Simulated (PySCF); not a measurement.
Isomers of C8H18N2, one conformer each; single-point electronic energies without zero-point terms and without any empirical dispersion term.

Level: PBE0/pcSseg-1 in PySCF, non-relativistic, each on one gas-phase PBE0-D3(BJ)/def2-SVP geometry that isn't relaxed in the solvent. The solvent is an IEF-PCM continuum (van der Waals radii × 1.2). The model holds no explicit solvent molecules, cavitation or dispersion.

```
                   isomer  relative energy, gas (kcal/mol)  dipole (D)
`N(C1CC1)([C@@H](C)CC)NC`                              0.0        1.24
     `CNN(C1CC1)C(C)(C)C`                              1.5        1.07
```

**Question.** How do the relative energies look in acetonitrile (ε = 35.69)?

**Answer.** 
```csv
isomer,"relative energy, solvent (kcal/mol)",E(solvent) − E(gas) (kcal/mol),dipole in solvent (D)
`N(C1CC1)([C@@H](C)CC)NC`,0.0,-3.2,1.73
`CNN(C1CC1)C(C)(C)C`,1.3,-3.4,1.55
```

The order is unchanged. Conformers: `[CH3:1][CH2:2][C@H:3]([CH3:4])[N:5]([NH:6][CH3:7])[CH:8]1[CH2:9][CH2:10]1` with C1–C2–C3–C4 -171°, C2–C3–N5–N6 69°, C3–N5–N6–C7 -141°, C3–N5–C8–C9 142°; `[CH3:1][NH:2][N:3]([CH:4]1[CH2:5][CH2:6]1)[C:7]([CH3:8])([CH3:9])[CH3:10]` with C1–N2–N3–C4 -97°, N2–N3–C4–C5 75°. `CNN(C1CC1)C(C)(C)C` gains most from the continuum, while `N(C1CC1)([C@@H](C)CC)NC` has the largest gas-phase dipole. The gains span 0.2 kcal/mol, the gas-phase energies 1.5 kcal/mol.
